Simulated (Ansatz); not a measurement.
Geometry optimisation, RKS PBE0/def2-SVP (Ansatz 0.2.0).

input.yaml

```yaml
crystal:
  periodic: [false, false, false]
  atoms:
    - { symbol: Ta, position_ang: [-0.403561, 0.442301, 0.311493] }
    - { symbol: O, position_ang: [2.676874, -0.431461, 0.204637] }
    - { symbol: H, position_ang: [2.924663, -0.980206, 0.957935] }
    - { symbol: Cl, position_ang: [-0.364492, -0.256274, 2.535456] }
    - { symbol: F, position_ang: [0.02586, 1.090309, -1.388902] }
    - { symbol: F, position_ang: [-2.160958, 0.999746, 0.301302] }
    - { symbol: F, position_ang: [-0.241616, -1.313311, -0.285114] }
    - { symbol: S, position_ang: [1.085749, 2.317367, 0.954013] }
    - { symbol: H, position_ang: [1.020805, 2.169396, 2.295022] }
    - { symbol: H, position_ang: [2.876776, 0.487433, 0.495558] }
basis:
  gaussian: { orbitals: def2-SVP }
hamiltonian:
  xc: pbe0
relax:
  f_tol: 0.03
  max_steps: 50
```

Command:

```bash
$ ansatz run input.yaml --threads 4 --pin off --max-ram 5120MiB --backend cpu --events-out ev --progress --plain --runs-dir out
```

Where does it end, and by what steps?

It converged. After 13 steps the energy has fallen by 0.658 eV; H3 moved furthest, 0.87 Å. Joined: Ta1–O2 (3.20 → 2.26 Å).

| step | energy less start (eV) | largest force component (eV/Å) | accepted |
| --- | --- | --- | --- |
| 0 | 0.0000 | 0.849 | yes |
| 1 | -0.1119 | 1.073 | yes |
| 2 | -0.2861 | 1.225 | yes |
| 3 | -0.5093 | 1.121 | yes |
| 4 | -0.5702 | 1.279 | yes |
| 5 | -0.6198 | 0.970 | yes |
| 6 | -0.6297 | 0.236 | yes |
| 7 | -0.6522 | 0.199 | yes |
| 8 | -0.6551 | 0.084 | yes |
| 9 | -0.6564 | 0.175 | yes |
| 10 | -0.6573 | 0.103 | yes |
| 11 | -0.6580 | 0.043 | yes |
| 12 | -0.6582 | 0.078 | yes |
| 13 | -0.6585 | 0.023 | yes |

```xyz
10
Properties=species:S:1:pos:R:3
Ta -0.057 0.408 0.370
O 2.109 -0.222 0.358
H 2.387 -1.145 0.297
Cl -0.154 -0.203 2.638
F 0.298 1.029 -1.366
F -1.867 0.797 0.270
F -0.004 -1.400 -0.192
S 1.031 2.504 0.989
H 0.882 2.409 2.328
H 2.814 0.348 0.690
```

Whether the end is a true minimum wasn't checked by a vibrational analysis.

Time of the run: 56 s on 4 threads of Arm Neoverse V1, on a shared host, peak memory 0.44 GiB.
